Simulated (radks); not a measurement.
The nuclear charge of neutral cerium is varied continuously with 58 electrons held in [Xe] 4f1 5d1 6s2. Calculated with a radial shooting solver on a logarithmic mesh with Libxc functionals: scalar-relativistic Kohn-Sham, PBE, spin-unpolarised, spherical densities, finite nucleus; Fermi nuclear charge, rms radius 4.8771 fm. By the Hellmann-Feynman theorem dE/dZ = E(electron-nucleus)/Z, the electronic potential at the nucleus (averaged over a nucleus of fixed radius). The scalar-relativistic energy here is not variational (the density holds large components alone), so the two differ by a part that grows with Z.

| Z | E (hartree) | E(electron-nucleus)/Z (hartree) | HOMO | e(HOMO) (eV) | <r> HOMO (bohr) |
|---|---|---|---|---|---|
| 57.8 | -8785.8731 | -368.212 | 5d | -1.715 | 3.149 |
| 58 | -8860.0377 | -370.015 | 5d | -3.060 | 2.952 |
| 58.2 | -8934.5673 | -371.818 | 5d | -4.532 | 2.798 |
| 58.4 | -9009.4616 | -373.619 | 6s | -6.057 | 4.029 |
| 58.6 | -9084.7206 | -375.420 | 6s | -7.320 | 3.895 |
| 58.8 | -9160.3444 | -377.221 | 6s | -8.647 | 3.773 |
| 59 | -9236.3330 | -379.023 | 6s | -10.036 | 3.663 |

The central difference of E at Z = 58 is -371.735 hartree, to compare with the third column; the second derivative is -9.12 hartree.
